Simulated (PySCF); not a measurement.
# Molecular orbitals of Be₂

PBE0 at R = 2.524 Å; basis Be def2-TZVP; no relativity; PySCF 2.14. State: Ms = 0 determinant of mixed spin (⟨S²⟩ near 1.1), unpaired electrons σ ↑, π ↓, a second solution, started from another occupation. Only the outer orbitals are listed.

```json
{"spin": "α", "orbital": "σg", "occ.": "1", "ε (eV)": "-7.89", "main shells (%)": "99 s"}
{"spin": "α", "orbital": "σu", "occ.": "1", "ε (eV)": "-6.07", "main shells (%)": "77 s, 23 p"}
{"spin": "α", "orbital": "σg", "occ.": "0", "ε (eV)": "-2.55", "main shells (%)": "98 p"}
{"spin": "α", "orbital": "πu", "occ.": "0", "ε (eV)": "-2.19", "main shells (%)": "100 p"}
{"spin": "α", "orbital": "πu", "occ.": "0", "ε (eV)": "-1.65", "main shells (%)": "100 p"}
{"spin": "β", "orbital": "σg", "occ.": "1", "ε (eV)": "-8.20", "main shells (%)": "83 s, 17 p"}
{"spin": "β", "orbital": "πu", "occ.": "1", "ε (eV)": "-3.75", "main shells (%)": "98 p"}
{"spin": "β", "orbital": "σu", "occ.": "0", "ε (eV)": "-3.52", "main shells (%)": "90 s, 9 p"}
{"spin": "β", "orbital": "πu", "occ.": "0", "ε (eV)": "-1.85", "main shells (%)": "98 p"}
{"spin": "β", "orbital": "σg", "occ.": "0", "ε (eV)": "-1.54", "main shells (%)": "73 p, 27 s"}
```

Task: Which are the highest filled and the lowest empty level, where do they sit, and how wide is the gap?

Result: Highest filled β πu at -3.75 eV (in %: 98 p); lowest empty β σu at -3.52 eV (in %: 90 s, 9 p); the gap at PBE0 is 0.23 eV.

The bond order (Mayer) is 1.30 and the ⟨S²⟩ is 1.078.

Closed-shell solutions of metal pairs were not tested for spin polarisation, which can lower them a little.
